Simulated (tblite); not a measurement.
Species: C4H5FO2Si.
SMILES with atom numbers: `[CH:1]#[C:2][C:3](=[O:4])[O:5][Si@H:6]([CH3:7])[F:8]` (hydrogens: H9 on C1; H10 on Si6; H11, H12, H13 on C7)

Structure used (GFN2-xTB), in Å, numbered top down from 1:
```
atom  x, y, z in Å
C1     3.6283   -0.7929   -0.0127
C2     2.4470   -0.6887    0.1706
C3     1.0271   -0.5898    0.4016
O4     0.3644   -1.4569    0.9053
O5     0.5378    0.5735   -0.0081
Si6   -1.0517    1.0270    0.0779
C7    -2.1510   -0.0563   -1.0065
F8    -0.8976    2.4873   -0.5703
H9     4.6631   -0.8802   -0.1739
H10   -1.4398    1.2208    1.4602
H11   -3.1759    0.3021   -1.0151
H12   -2.1615   -1.0847   -0.6558
H13   -1.7947   -0.0606   -2.0359
```

Computed with GFN2-xTB (tblite): harmonic, unscaled wavenumbers at the GFN2-xTB geometry, gas phase. Errors from tens to a few hundred cm⁻¹ against measured bands are possible. Modes of hydrogen on silicon can be 10 to 20 % off. One conformer, not necessarily the lowest.

Harmonic wavenumbers (cm⁻¹): 38.4, 67.3, 73.6, 112.0, 142.7, 188.0, 208.5, 231.9, 277.3, 448.5, 565.7, 627.7, 636.0, 664.9, 679.8, 737.9, 746.7, 788.6, 816.6, 842.9, 873.0, 938.7, 1203.5, 1373.5, 1459.5, 1468.0, 1742.9, 2247.9, 2384.1, 3010.7, 3044.2, 3052.3, 3375.5.

A = 3412, B = 994.1, C = 842.4 MHz; mass 132.004 u (most abundant isotopes); point group C1, symmetry number 1.

Task: What is the zero-point energy?

Result: ½Σν̃ = 17534 cm⁻¹ = 209.76 kJ/mol.

Task: What is S at 273.15 K and 1 bar for an ideal gas of classical rigid rotors and harmonic oscillators?

Result: Translation 167.93, rotation 120.71, vibration 122.32: S = 411.0 J/(mol K).

Task: And Cp and H(273.15 K) − H(0)?

Result: Cp = 142.99 J/(mol K), of which vibrations give 109.73 (their classical limit is 33 R = 274.4); H(273.15 K) − H(0) = 25.79 kJ/mol without the zero-point energy, 16.70 from vibrations.

Task: What must be added to the electronic energy to get the Gibbs energy at 273.15 K and 1 bar?

Result: ZPE + [H(273.15 K) − H(0)] − T·S = 209.76 + 25.79 − 112.25 = 123.30 kJ/mol.

Task: How do the functions run with temperature in this model?

Result: 
```json
{"T (K)": "150", "S (J/(mol K))": "338.5", "Cp (J/(mol K))": "102.2", "H − H(0) (kJ/mol)": "10.66", "G − H(0) (kJ/mol)": "-40.12", "ln q(vib)": "3.85"}
{"T (K)": "250", "S (J/(mol K))": "398.6", "Cp (J/(mol K))": "135.7", "H − H(0) (kJ/mol)": "22.56", "G − H(0) (kJ/mol)": "-77.09", "ln q(vib)": "6.73"}
{"T (K)": "298.15", "S (J/(mol K))": "423.8", "Cp (J/(mol K))": "150.5", "H − H(0) (kJ/mol)": "29.46", "G − H(0) (kJ/mol)": "-96.90", "ln q(vib)": "8.02"}
{"T (K)": "400", "S (J/(mol K))": "471.8", "Cp (J/(mol K))": "176.5", "H − H(0) (kJ/mol)": "46.17", "G − H(0) (kJ/mol)": "-142.57", "ln q(vib)": "10.63"}
{"T (K)": "600", "S (J/(mol K))": "550.6", "Cp (J/(mol K))": "211.4", "H − H(0) (kJ/mol)": "85.24", "G − H(0) (kJ/mol)": "-245.10", "ln q(vib)": "15.27"}
{"T (K)": "900", "S (J/(mol K))": "642.8", "Cp (J/(mol K))": "243.0", "H − H(0) (kJ/mol)": "153.82", "G − H(0) (kJ/mol)": "-424.73", "ln q(vib)": "21.27"}
```

q(vib) and H(0) count from the zero-point level.

Task: Which modes carry the vibrational entropy at 273.15 K?

Result: 38.4 cm⁻¹: 21.62; 67.3 cm⁻¹: 16.98; 73.6 cm⁻¹: 16.24; 112.0 cm⁻¹: 12.82; 142.7 cm⁻¹: 10.88; 188.0 cm⁻¹: 8.73 J/(mol K); the other 27 give 35.05 together.

Hindered rotation and anharmonicity are outside this model. Other conformers, if any are populated, would add a mixing term that is left out. The structure is chiral; the term R ln 2 for an equal mix with its mirror image is left out.
